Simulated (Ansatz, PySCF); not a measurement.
Breaking a bond: H₆Al₂O₄, singlet. The Al1–O11 bond (Al1 also carries Al, H, H, O; O11 carries H) is stretched with both fragments frozen at the PBE0/def2-SVP optimised geometry. Each curve is given relative to its own lowest point near equilibrium.

```csv
R / Å,A,B,C,D
1.40,235.9,249.9,206.4,248.0
1.50,91.6,99.3,74.3,97.9
1.59,26.5,30.4,18.1,29.4
1.63,11.4,13.9,6.3,13.2
1.70,0.0,0.6,0.0,0.3
1.74,0.3,0.0,2.8,0.0
1.83,14.3,12.3,21.2,13.0
1.92,40.9,37.9,51.0,39.2
2.03,83.3,79.7,95.7,81.9
2.26,184.8,181.4,197.4,185.8
2.50,286.7,286.5,295.5,291.8
2.81,390.7,396.2,397.5,403.2
3.17,450.8,469.1,481.1,468.7
3.56,479.8,491.6,—,487.2
4.12,495.7,498.6,—,493.3
4.86,501.6,501.2,—,495.7
```

Energies in kJ/mol.

Question: Which curve belongs to which method? The methods are CCSD on UHF/cc-pVDZ, frozen core (Ansatz, a first-principles code); Ansatz with CCSD(T) on UHF/cc-pVDZ, frozen core; unrestricted LDA (SVWN5)/6-31G*, spherical d in PySCF; unrestricted PBE0/cc-pVDZ (Ansatz).

Answer: A is UKS-PBE0; B is UCCSD(T); C is UKS-LDA (SVWN5)/6-31G*; D is UCCSD.

Dashes: no converged value, or the column stops at the first point that the program doubted or that broke a chosen test of continuity, which isn't proof of a fault.

The unrestricted determinant behind UKS-PBE0 is spin-contaminated at 2.81 to 4.86 Å (<S²> up to 1.0, against 0.00 for a pure singlet). The unrestricted solution behind UCCSD(T), UCCSD changes between 2.50 and 2.81 Å, which can leave a kink. The unrestricted determinant behind UCCSD(T), UCCSD is spin-contaminated at 2.50 to 4.86 Å (<S²> up to 1.0, against 0.00 for a pure singlet). The unrestricted determinant behind UKS-LDA (SVWN5)/6-31G* is spin-contaminated at 3.17 Å (<S²> up to 0.2, against 0.00 for a pure singlet).
